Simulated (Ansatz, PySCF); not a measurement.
C$_{2}$H$_{6}$STe (SMILES CS[Te]C), singlet, geometry from GFN2-xTB (all electrons, no relativity), with bond 10-7 at 2.4 times its length. Base run: PySCF with CASSCF(6,4)/STO-3G.

PySCF was given this input:
```python
from pyscf import gto, scf, mcscf
import numpy

mol = gto.Mole()
mol.atom = '''
    Te   -0.31110955   -0.10676892    0.71403736
    C    -1.61817437    1.36414391   -0.20941939
    H    -2.43704742    1.54816573    0.47287126
    H    -2.00618947    0.99143946   -1.14973542
    H    -1.06694613    2.28071813   -0.37639872
    S     1.44003630    0.13973436   -0.88198753
    C     0.95421869   -1.00558564   -2.21310451
    H     0.89647814   -2.01800413   -1.82700549
    H     1.73134754   -0.93936639   -2.96715603
    H    -1.32820848   -0.26754350   -3.22703169
'''
mol.basis = 'sto-3g'
mol.verbose = 4
mol.build()

mf = scf.RHF(mol)
mf.kernel()
mc = mcscf.CASSCF(mf, 4, 6)
mc.fix_spin_(ss=0.0)
mc.kernel()
occ = numpy.linalg.eigvalsh(mc.fcisolver.make_rdm1(mc.ci, mc.ncas, mc.nelecas))[::-1]
ss = mc.fcisolver.spin_square(mc.ci, mc.ncas, mc.nelecas)[0]
print('natural occupations', occ.round(4), ' <S^2>', round(ss, 4))
```

Programs used: Ansatz (a quantum-chemistry and plane-wave program), PySCF; a row that names a program was run with it.

Each row names what was changed in the base input (with any setting that the change needs).

| change | ΔE vs base (kcal/mol) | natural occupations | <S^2> of the state |
|---|---|---|---|
| base | 0.000 | 2.00 2.00 1.31 0.69 | 0.00 |
| active space = 8 electrons, 8 orbitals | -28.47 | 1.99 1.96 1.96 1.32 0.69 0.04 0.04 0.00 | 0.00 |
| start = MP2 natural orbitals | -0.004 | 2.00 2.00 1.31 0.69 | 0.00 |
| code = ansatz | 0.006 | - | - |
| correction = SC-NEVPT2 | -85.6 | 2.00 2.00 1.31 0.69 | 0.00 |
| conv_tol = 1e-5 | 0.032 | 2.00 2.00 1.31 0.69 | 0.00 |
| solver = newton | 0.000 | 2.00 2.00 1.31 0.69 | 0.00 |
| orbitals = fixed (CASCI); correction = SC-NEVPT2 | -88.3 | 2.00 2.00 1.36 0.64 | 0.00 |
| active space = 10 electrons, 9 orbitals | -39.95 | 1.99 1.96 1.96 1.96 1.32 0.69 0.05 0.04 0.04 | 0.00 |
| active space = 4 electrons, 5 orbitals | -9.68 | 1.96 1.31 0.69 0.04 0.00 | 0.00 |
| orbitals = fixed (CASCI) | 18.67 | 2.00 2.00 1.36 0.64 | 0.00 |

Active orbitals are taken around the Fermi level unless the row says otherwise; CASSCF can end in different local minima, and two programs can end on different orbitals. State-averaged rows give the lowest state.
